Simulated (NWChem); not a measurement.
Ionisation of H₃Ga

```xyz
4

Ga     0.0000     0.0000     0.0000
H      0.0000     0.0000     1.5807
H      1.3689     0.0000    -0.7903
H     -1.3689     0.0000    -0.7903
```
Charge 0, spin multiplicity 1.

Everything below was run with NWChem. The geometry was optimised at PBE/def2-SVP, a minimum by its harmonic frequencies.

Basis set: def2-TZVPD. −ε marks an orbital energy of the parent.

The Hamiltonian is non-relativistic. B3LYP has NWChem's definition, with VWN1-RPA local correlation. The structure started from a generated list of species.

Problem. One of these methods gave a first vertical ionisation energy of 11.63 eV. Which?
A) −ε(HOMO) of B3LYP
B) −ε(HOMO) of HF
C) −ε(HOMO) of PBE0
D) −ε(HOMO) of BLYP

Solution. B, −ε(HOMO) of HF. The others give 8.39 (−ε(HOMO) of B3LYP), 7.26 (−ε(HOMO) of BLYP), 8.57 (−ε(HOMO) of PBE0).
